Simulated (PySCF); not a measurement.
**Correlation energy of F(2+) (fluorine, charge +2)**

[He] 2s1 2p4, 2s spin antiparallel (an excited configuration). All numbers are calculated (PySCF 2.14, the non-relativistic Hamiltonian (point nucleus), in aug-cc-pVTZ). Frozen: 1s2; 5 electrons correlated.

MP2 pair energies summed by pair of shells (mhartree):

```json
{"pair": "2s-2p", "energy": "-105.14", "share (%)": "55.1"}
{"pair": "2p-2p", "energy": "-85.76", "share (%)": "44.9"}
```

Total MP2 correlation energy: -190.90 mhartree.

Same-spin part -28.79 and opposite-spin part -162.11 mhartree; SCS-MP2 scales them by 1/3 and 6/5 to -204.13 mhartree.
